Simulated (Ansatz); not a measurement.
Consider the formal exchange of groups at the Si–F bond: `B[SiH](F)F` + `N=CCC=N` → `B[SiH](F)CC=N` + `N=CF`.

Isolated molecules relaxed with PBE0-D4/def2-TZVP in Ansatz; ΔE leaves out vibrations. CCSD(T)/CBS adds triple-zeta CCSD(T) − MP2 to the extrapolated MP2 energy (def2 sets, frozen cores). This one scheme is used for every species. Functionals use def2-TZVPP. One conformer a species, not always the lowest.

```csv
level,ΔE (eV)
PBE0,1.45
CCSD(T)/def2-TZVPP,1.62
HF/def2-QZVPP,1.77
MP2/CBS(def2),1.70
```

(1) What does CCSD(T)/CBS give? (Best estimate.)

Largest T1 diagnostic among the species: 0.013.

## Answers

(1) Computed: +1.65 eV. The listed levels differ from it by -0.20, -0.03, 0.12, 0.05 eV.

The D4 term adds −0.03 eV with B3LYP and −0.02 eV with PBE0; it sums over pairs of atoms, weighted by their polarisabilities, and B3LYP, whose exchange is more repulsive, gets the larger term. From PBE to PBE0 (25 % exact exchange), in def2-TZVPP and without D4, ΔE moves by +0.10 eV. In def2-TZVPP, CCSD(T) changes the Hartree–Fock value by −0.13 eV (the triples alone add −0.04 eV) and MP2 by −0.09 eV.

B3LYP here is the variant with VWN-RPA as its local correlation; programs differ in this.
